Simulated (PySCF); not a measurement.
Point-charge models of `O([SiH3])[C@H]1[C@@H]([SiH2]1)C(C)=O` against its computed dipole.

Coordinates (GFN2-xTB, Å) and charges (e) from the PBE0/pcSseg-1 density (PySCF):

```tsv
atom	x	y	z	Mulliken	IAO	Hirshfeld	ESP-fitted
C1	-3.011	0.524	-0.705	-0.2463	-0.4732	-0.1235	-0.6442
C2	-1.781	0.251	0.130	+0.2346	+0.3847	+0.1548	+0.8404
O3	-1.755	0.432	1.334	-0.3962	-0.4625	-0.2520	-0.5831
C4	-0.635	-0.289	-0.592	-0.4869	-0.4150	-0.1299	-0.5242
Si5	0.149	-1.833	0.252	+0.5263	+0.6350	+0.3128	+0.1598
C6	0.741	-0.057	0.049	+0.0195	-0.1312	-0.0332	-0.0188
O7	1.750	0.233	-0.849	-0.6061	-0.6225	-0.2126	-0.3156
Si8	3.246	0.791	-0.583	+0.7015	+0.8805	+0.3845	+0.5510
H9	-3.848	0.786	-0.063	+0.1351	+0.1647	+0.0499	+0.1681
H10	-2.809	1.351	-1.384	+0.1404	+0.1626	+0.0547	+0.1729
H11	-3.260	-0.352	-1.299	+0.1341	+0.1584	+0.0516	+0.1580
H12	-0.662	-0.225	-1.672	+0.1360	+0.1672	+0.0485	+0.1920
H13	0.683	-2.808	-0.679	-0.0517	-0.0873	-0.0536	+0.0220
H14	-0.470	-2.219	1.499	-0.0329	-0.0766	-0.0497	+0.0277
H15	0.711	0.613	0.905	+0.1471	+0.1522	+0.0386	+0.1371
H16	3.682	0.920	-1.964	-0.1146	-0.1288	-0.0757	-0.1100
H17	4.042	-0.169	0.191	-0.1227	-0.1556	-0.0845	-0.1230
H18	3.218	2.058	0.152	-0.1172	-0.1526	-0.0803	-0.1100
```

Problem. Compute μ = Σ q r for each scheme (1 e·Å = 4.803 D) and compare with the dipole of the full density.

Solution. The full density gives (0.54, -1.16, -1.74) D, 2.16 D in size; dipole vectors point from the negative to the positive end.

```
    scheme     μx     μy     μz  size (D)  share of the full size (%)  angle to the full dipole (°)
  Mulliken  -0.07  -2.17  -0.47      2.22                         103                            46
       IAO   1.70  -2.30  -1.24      3.11                         144                            31
 Hirshfeld   0.52  -1.28  -1.10      1.76                          82                            15
ESP-fitted   0.55  -1.13  -1.76      2.17                         100                             1
```

Problem. Which set comes closest?

Solution. Length of the difference vector: ESP-fitted 0.04 D, Hirshfeld 0.65 D, IAO 1.70 D, Mulliken 1.73 D. Closest: ESP-fitted. The schemes that divide the density aren't constrained to reproduce the dipole.

Problem. What is left for the Hirshfeld atoms' own dipoles?

Solution. The shares of the density sum to the whole, so what Σ q r misses lies in dipoles about the nuclei. The atomic dipoles sum to (0.54, -1.16, -1.74) − (0.52, -1.28, -1.10) = (0.02, 0.12, -0.64) D, 0.65 D in size.

Problem. With the origin at the mean of the coordinates, (0.000, 0.000, -0.293) Å, which are the largest single terms, by size, of the IAO dipole along the direction of the full one?

Solution. O3 +4.40, Si8 +2.61, O7 -2.27, Si5 +1.79, C2 -1.70 D; all 18 atoms together +2.66 D. The single terms depend on the origin, their sum doesn't.

Problem. Give the size of the full dipole in other units.

Solution. 2.16 D = 0.851 au = 0.450 e·Å = 7.21 × 10⁻³⁰ C·m.

Geometry: GFN2-xTB, one conformer, isolated molecule.

These values come from a run that also computed NMR shieldings. Hardware: an Arm Neoverse N1 with one thread, on a shared host. Cost: 81 s (with the writing of density and orbital grids), 0.89 GiB resident at most.

The values belong to the conformer `[CH3:1][C:2](=[O:3])[C@@H:4]1[SiH2:5][C@H:6]1[O:7][SiH3:8]`: C1–C2–C4–Si5 -131°, Si5–C6–O7–Si8 -115°.
